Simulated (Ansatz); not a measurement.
`[AlH2][S][SnH3]` + NH₃ → `[NH2][SnH3]` + `[AlH2][SH]`  (ligand exchange at the Sn–S bond)

Program: Ansatz. Geometries: PBE0-D4/def2-TZVP. ΔE: electronic, gas phase. CBS: MP2 limit from def2 TZ/QZ plus the TZ coupled-cluster correction, frozen cores. This one scheme is used for every species. DFT in def2-TZVPP. B3LYP here is the variant with VWN-RPA as its local correlation; programs differ in this. HSE06 is defined as in plane-wave codes. def2 core potentials past Kr. For Sn outer-core shells are correlated without core-valence functions, which leaves a few kJ/mol of doubt a bond.

`[AlH2][S][SnH3]`:

Z-matrix (Å, degrees):
```
Sn
S 1 2.412
H 1 1.703 2 105.1
H 1 1.704 2 109.1 3 -119.4
H 1 1.704 2 109.1 3 119.4
Al 2 2.170 1 98.8 3 -179.7
H 6 1.579 2 118.1 1 180.0
H 6 1.586 2 118.5 1 -0.0
```

NH₃:

```xyz
4

N    -0.079   -0.146    0.228
H    -0.794    0.507   -0.069
H     0.761    0.392    0.399
H     0.112   -0.754   -0.558
```

`[NH2][SnH3]`:

Cartesian coordinates in Å:
```
N 0.054 1.003 0.801
Sn -0.033 -0.693 -0.315
H 0.887 1.550 0.622
H -0.740 1.613 0.654
H 1.358 -1.591 0.092
H -1.468 -1.486 0.152
H -0.058 -0.397 -2.006
```

`[AlH2][SH]`:

Cartesian coordinates in Å:
```
Al 0.245 -0.384 0.466
S 0.188 0.616 -1.472
H 1.497 -1.303 0.749
H -0.944 -0.150 1.480
H -0.986 1.222 -1.223
```

Problem. Is it downhill or uphill in electronic energy at CCSD(T)/CBS, and by how much? (An estimate is asked.)

Solution. Ansatz gave: Uphill: ΔE = +19.7 kcal/mol.

Problem. What do these levels give: B3LYP-D4, CAM-B3LYP-D4, PBE-QIDH, BLYP, B3LYP, r2SCAN0, HSE06, BHLYP, MP2/def2-SVP, CCSD(T)/def2-SVP, CCSD/def2-TZVPP, MP2/CBS(def2)? (Estimate.)

Solution. Ansatz gave: B3LYP-D4 18.8, CAM-B3LYP-D4 17.6, PBE-QIDH 19.8, BLYP 16.4, B3LYP 17.3, r2SCAN0 19.8, HSE06 19.4, BHLYP 18.1, MP2/def2-SVP 18.6, CCSD(T)/def2-SVP 18.1, CCSD/def2-TZVPP 17.9, MP2/CBS(def2) 20.8 kcal/mol.

Largest T1 diagnostic among the species: 0.013.

From BLYP to BHLYP (50 % exact exchange), in def2-TZVPP and without D4, ΔE moves by +1.7 kcal/mol. Leaving LDA and LC-ωPBE aside and taking each functional with its dispersion term where it has one, the values, not all of them listed here, spread over 2.6 kcal/mol, from CAM-B3LYP-D4 to HSE06-D4. At CCSD(T), def2-SVP lies −1.5 kcal/mol from the extrapolated value and def2-TZVPP −1.5 kcal/mol.
